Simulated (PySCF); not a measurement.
# Arsenic: a sound run and one with changed settings

Sound run: As [Ar] 3d10 4s2 4p3, As⁺ [Ar] 3d10 4s2 4p2. All numbers are calculated (PySCF 2.14, scalar relativity by spin-free X2C-1e, in cc-pVDZ-DK). In the sound run the correlated levels freeze [Ar] 3d10. The sound run starts from symmetry-adapted Hartree-Fock orbitals and uses a fine grid where one is needed.

Changed run: no relativity, point nucleus. This setting is unsound on purpose.

```csv
species,method,sound run (hartree),changed run (hartree),converged
As,UHF,-2258.91690,-2219.99286,yes
As,LDA,-2257.16302,-2218.24387,yes
As,M06-2X,-2260.70707,-2221.78693,yes
As,MP2,-2258.97105,-2220.04754,yes
As,CCSD(T),-2258.98623,-2220.06322,yes
As⁺,UHF,-2258.57056,-2219.64504,yes
As⁺,LDA,-2256.79563,-2217.87488,yes
As⁺,M06-2X,-2260.34711,-2221.42514,yes
As⁺,MP2,-2258.61262,-2219.68772,yes
As⁺,CCSD(T),-2258.62952,-2219.70544,yes
```

Ionisation energy of As:

```tsv
method	sound run (eV)	changed run (eV)
UHF	9.425	9.465
LDA	9.997	10.041
M06-2X	9.795	9.845
MP2	9.753	9.791
SCS-MP2	9.636	9.675
CCSD	9.704	9.734
CCSD(T)	9.707	9.736
```

Most of the change in total energy is the relativistic energy itself. On top of that the contraction fixes the core shape for the Hamiltonian it was made with, so the changed run is not a good calculation with the other Hamiltonian either.

For comparison, NIST gives 9.789 eV between the lowest levels.
